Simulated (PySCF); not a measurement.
# How methods differ on the excitation energy of Ti

Ti [Ar] 3d2 4s2 (3F) → Ti [Ar] 3d3 4s1 (5F), as a difference of total energies. Computed with PySCF 2.14 in aug-cc-pVDZ-DK (7s6p4d2f, 59 functions), with the spin-free X2C one-electron Hamiltonian (Gaussian nucleus). Correlated levels: valence: [Ar] frozen. The calculations carry no spin-orbit coupling.

| method | excitation energy (eV) |
| --- | --- |
| UHF | 0.706 |
| PBE | -0.154 |
| PBE0 | 0.075 |
| PW91 | -0.180 |
| B3LYP | 0.360 |
| r2SCAN0 | -0.062 |
| MN15 | 0.430 |
| MP2 (valence) | 0.934 |
| SCS-MP2 (valence) | 1.436 |

Q: Estimate what LDA gives.

A: -0.126 eV, closest to PBE among the rows shown.

Q: Estimate what r2SCAN gives.

A: -0.380 eV, closest to PW91 among the rows shown.

Errors of the correlated levels include the incompleteness of this basis and the frozen core.

For comparison: 0.806 eV (measured; NIST levels, between the centres of gravity of the two terms).
